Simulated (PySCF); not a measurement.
N-methylpropan-2-imine (C₄H₉N), SMILES CN=C(C)C.

Geometry: PBE-D3(BJ)/def2-SVP.

Vertical ionisation energy (IE) and electron affinity (EA) in eV. Rows of orbital energies are one-electron estimates. Where ΔSCF, EOM or ADC give a negative EA the extra electron is unbound and the value depends on the basis.

```csv
level,IE,EA
"−ε(HOMO), −ε(LUMO), B3LYP/def2-TZVP (PySCF)",6.66,0.16
"−ε(HOMO), −ε(LUMO), PBE/def2-TZVP (PySCF)",5.42,0.99
```
